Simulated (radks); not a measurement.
Se III, 32 electrons, occupied as [Ar] 3d10 4s2 4p1 7f1 (not the ground configuration). Calculated with a radial shooting solver on a logarithmic mesh with Libxc functionals: scalar-relativistic Kohn-Sham, PBEsol, spin-unpolarised, spherical densities, finite nucleus; Fermi nuclear charge, rms radius 4.14 fm. Some entries of the table are withheld. Estimate them.

orbital,occ.,eigenvalue (hartree),<r^2> (bohr^2)
1s,2,-460.4913,0.002619
2s,2,-60.30104,0.04533
2p,6,-53.21077,0.03588
3s,2,(1),0.3796
3p,6,(2),0.4073
3d,10,-3.21984,0.4891
4s,2,-1.74741,(3)
4p,1,(4),4.023
7f,1,(5),480.2

Answer. 
(1) 3s eigenvalue (hartree): -9.10340
(2) 3p eigenvalue (hartree): -6.88564
(3) 4s <r^2> (bohr^2): 3.040
(4) 4p eigenvalue (hartree): -1.27336
(5) 7f eigenvalue (hartree): -0.08799
